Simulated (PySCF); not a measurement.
Compound: C6H8FN.
SMILES with atom numbers: `[NH2:1][CH2:2][C:3]#[C:4][C@@H:5]1[CH2:6][C@@H:7]1[F:8]`

Cartesian coordinates in Å at the GFN2-xTB level; atoms count from 1:
```
atom  x, y, z in Å
N1     2.826   -0.645    1.183
C2     1.893   -1.648    0.687
C3     0.600   -1.105    0.291
C4    -0.430   -0.557    0.009
C5    -1.657    0.086   -0.345
C6    -1.684    1.006   -1.547
C7    -1.789    1.576   -0.174
F8    -0.726    2.277    0.311
H9     2.994    0.058    0.471
H10    2.432   -0.172    1.990
H11    1.742   -2.393    1.477
H12    2.355   -2.148   -0.171
H13   -2.545   -0.502   -0.139
H14   -0.749    1.155   -2.066
H15   -2.557    1.015   -2.181
H16   -2.713    2.006    0.192
```

NICS = −σ at a ghost point: NICS(0) at the centroid of the ring atoms, NICS(1) 1 Å to either side along the normal of their mean plane, zz for the tensor component along that normal. Level: GIAO PBE0/pcSseg-1 (PySCF, non-relativistic, gas phase) on the GFN2-xTB geometry, one conformer.

Ring bond lengths (Å), with Mayer bond orders in brackets: C5–C6 1.514 (0.91), C6–C7 1.491 (0.97), C7–C5 1.506 (0.91).

What do the NICS probes read (ppm)?

| ring | type | NICS(0) | NICS(1), two faces | NICS(1)zz, two faces | rms pucker (Å) | centre to ring atoms, mean (Å) |
| --- | --- | --- | --- | --- | --- | --- |
| C5–C6–C7 | 3-membered carbocycle; formal bonds all single | -37.8 | -9.9 / -6.3 | -24.5 / -13.8 | 0.00 | 0.87 |

What do they say, and how far can they be read as aromaticity?

- C5–C6–C7: mean NICS(1)zz -19.2 ppm, shielded. C5, C6, C7 have four or more neighbours; no verdict on aromaticity is drawn. The two faces differ by 10.7 ppm, so no symmetry operation interchanges them. NICS(0) lies 30 ppm below the mean NICS(1).
